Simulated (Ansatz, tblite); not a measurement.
Cost and result up the ladder for the cluster K₂H₂ (the lowest singlet isomer of a short search) (4 atoms). Charge 0, multiplicity 1. Geometry: r2SCAN-D4/def2-TZVP.

```xyz
4

K    -1.357    0.729    0.922
K     1.356   -0.729   -0.923
H     0.863    1.496    0.090
H    -0.863   -1.496   -0.088
```

Ansatz on 4 threads of Arm Neoverse N1 on a shared host; xTB runs through tblite on one thread. Times are rough, summed over both states, and most runs start from the orbitals of an earlier one. CCSD(T)/def2-TZVPP serves as the yardstick here, not as an exact answer. Differences are given only for rows in sets of like size (and for xTB, whose basis is part of the method), since another set adds its own error. The other state is a triplet at its own geometry, which has other bonds, so the gap mixes isomer and spin.

The xTB rows come from tblite. Correlated methods freeze 10 core orbitals; core or outer-core shells of K are correlated, in sets that lack core-valence functions. In the triplet geometry the species has come apart into loosely held pieces. In the triplet, H3 and H4 lie 0.74 Å apart (atoms count from 1), so H2 has formed as a molecule. At PBE0-D4/def2-TZVP a singlet of charge 0 lies 0.38 eV below the triplet, each at its own geometry. The structure comes from a short search, and lower isomers may exist.

Run but left out: GFN1-xTB (tight binding far off the other levels).

Correlated methods converge slowly with the basis.

xTB has no spin-polarisation term.

```json
{"level": "PBE-D4/def2-TZVP", "functions": "78", "triplet − singlet (eV)": "0.40", "difference from CCSD(T)/def2-TZVPP (eV)": "0.09"}
{"level": "MP2/def2-TZVP", "functions": "78", "triplet − singlet (eV)": "-0.11", "difference from CCSD(T)/def2-TZVPP (eV)": "-0.41"}
{"level": "CAM-B3LYP-D4/def2-TZVP", "functions": "78", "triplet − singlet (eV)": "0.57", "difference from CCSD(T)/def2-TZVPP (eV)": "0.26"}
{"level": "HF/STO-3G", "functions": "28", "triplet − singlet (eV)": "-2.14", "difference from CCSD(T)/def2-TZVPP (eV)": "–"}
{"level": "GFN2-xTB", "functions": "10", "triplet − singlet (eV)": "2.97", "difference from CCSD(T)/def2-TZVPP (eV)": "2.66"}
{"level": "ωB97X-V/def2-TZVP", "functions": "78", "triplet − singlet (eV)": "0.80", "difference from CCSD(T)/def2-TZVPP (eV)": "0.50"}
{"level": "BHLYP-D4/def2-TZVP", "functions": "78", "triplet − singlet (eV)": "0.43", "difference from CCSD(T)/def2-TZVPP (eV)": "0.13"}
{"level": "ωB97M-V/def2-TZVP", "functions": "78", "triplet − singlet (eV)": "0.80", "difference from CCSD(T)/def2-TZVPP (eV)": "0.50"}
{"level": "B97M-V/def2-TZVP", "functions": "78", "triplet − singlet (eV)": "0.92", "difference from CCSD(T)/def2-TZVPP (eV)": "0.61"}
{"level": "RPA@PBE/def2-TZVP", "functions": "78", "triplet − singlet (eV)": "-0.31", "difference from CCSD(T)/def2-TZVPP (eV)": "-0.61"}
{"level": "PBE0-D4/def2-TZVP (with forces)", "functions": "78", "triplet − singlet (eV)": "0.38", "difference from CCSD(T)/def2-TZVPP (eV)": "0.08"}
{"level": "r2SCAN-D4/def2-TZVP", "functions": "78", "triplet − singlet (eV)": "0.50", "difference from CCSD(T)/def2-TZVPP (eV)": "0.19"}
{"level": "CCSD(T)/def2-TZVPP", "functions": "94", "triplet − singlet (eV)": "0.31", "difference from CCSD(T)/def2-TZVPP (eV)": "0.00"}
```

Task: Estimate how long each takes.

Result: GFN2-xTB 0.004 s; HF/STO-3G 0.3 s; MP2/def2-TZVP 1 s; PBE-D4/def2-TZVP 2.9 s; BHLYP-D4/def2-TZVP 3 s; CAM-B3LYP-D4/def2-TZVP 3.3 s; RPA@PBE/def2-TZVP 3.8 s; PBE0-D4/def2-TZVP (with forces) 4.7 s; r2SCAN-D4/def2-TZVP 6 s; CCSD(T)/def2-TZVPP 9.6 s; ωB97X-V/def2-TZVP 11 s; ωB97M-V/def2-TZVP 12 s; B97M-V/def2-TZVP 13 s. On shared hardware such times vary by a factor of up to 3.
